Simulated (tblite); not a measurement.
Compound: C5H11Si2 (doublet state).
Numbering: `[CH:1]#[C:2][C:3]([SiH3:4])[CH2:5][CH2:6][SiH3:7]` (hydrogens: H8 on C1; H9, H10, H11 on Si4; H12, H13 on C5; H14, H15 on C6; H16, H17, H18 on Si7)

Geometry (GFN2-xTB, Å), atoms numbered from 1 in this order:
```
atom  x, y, z in Å
C1    -0.932    2.324    1.727
C2    -0.927    1.274    1.114
C3    -0.938    0.090    0.431
Si4   -2.082   -0.144   -1.028
C5     0.020   -0.982    0.835
C6     1.089   -1.225   -0.240
Si7    2.177    0.299   -0.574
H8    -0.937    3.233    2.250
H9    -1.438    0.261   -2.287
H10   -3.288    0.659   -0.824
H11   -2.418   -1.571   -1.114
H12    0.507   -0.720    1.778
H13   -0.537   -1.914    0.986
H14    1.712   -2.064    0.079
H15    0.595   -1.535   -1.163
H16    3.238   -0.095   -1.506
H17    2.774    0.745    0.686
H18    1.379    1.374   -1.162
```

Level: GFN2-xTB in tblite, geometry and Hessian alike; calculated harmonic values, unscaled, isolated species. This tight-binding method is rough: wavenumbers can miss measured ones by several per cent, in bad cases by 10 to 20. Modes of hydrogen on silicon can be 10 to 20 % off. One conformer, not necessarily the lowest. Open shells enter through the occupations alone, without spin polarisation, and single modes of such species can be off by tens of per cent.

Harmonic wavenumbers (cm⁻¹): 31.5, 57.2, 80.8, 105.7, 131.5, 164.2, 206.5, 272.6, 323.2, 414.2, 423.5, 503.6, 515.7, 540.8, 546.7, 566.9, 590.1, 647.6, 702.6, 768.9, 773.5, 785.2, 786.9, 801.8, 802.5, 805.7, 928.5, 1025.0, 1077.8, 1143.5, 1193.6, 1266.6, 1296.5, 1320.2, 1470.9, 1482.4, 2111.8, 2187.3, 2221.3, 2249.7, 2262.1, 2264.1, 2278.3, 2904.9, 2953.7, 2962.8, 2975.4, 3390.5.

A = 1970, B = 1219, C = 939.0 MHz; mass 127.040 u (most abundant isotopes); point group C1, symmetry number 1; spin multiplicity 2.

Q: Zero-point energy?

A: ½Σν̃ = 27658 cm⁻¹ = 330.87 kJ/mol.

Q: Entropy at 298.15 K, 1 bar (ideal gas, RRHO, classical rotation)?

A: Translation 169.27, rotation 122.78, vibration 149.40, spin (R ln 2) 5.76: S = 447.2 J/(mol K).

Q: And Cp and H(298.15 K) − H(0)?

A: Cp = 180.93 J/(mol K), of which vibrations give 147.67 (their classical limit is 48 R = 399.1); H(298.15 K) − H(0) = 32.61 kJ/mol without the zero-point energy, 22.70 from vibrations.

Q: What must be added to the electronic energy to get the Gibbs energy at 298.15 K and 1 bar?

A: ZPE + [H(298.15 K) − H(0)] − T·S = 330.87 + 32.61 − 133.34 = 230.14 kJ/mol.

Q: Blend soft modes into free rotors: weight 1/[1 + (100 cm⁻¹/ν̃)⁴] for the oscillator and the rest for a rotor with moment μB/(μ + B), μ = h/(8π²ν), B = 10⁻⁴⁴ kg m². What vibrational entropy results?

A: 134.19 J/(mol K) in place of 149.40, which changes −T·S at 298.15 K by +4.53 kJ/mol.

Q: Which modes carry the vibrational entropy at 298.15 K?

A: 31.5 cm⁻¹: 23.99; 57.2 cm⁻¹: 19.04; 80.8 cm⁻¹: 16.20; 105.7 cm⁻¹: 14.00; 131.5 cm⁻¹: 12.23; 164.2 cm⁻¹: 10.46 J/(mol K); the other 42 give 53.47 together.

Hindered rotation and anharmonicity are outside this model. Other conformers, if any are populated, would add a mixing term that is left out. The structure is chiral; the term R ln 2 for an equal mix with its mirror image is left out.
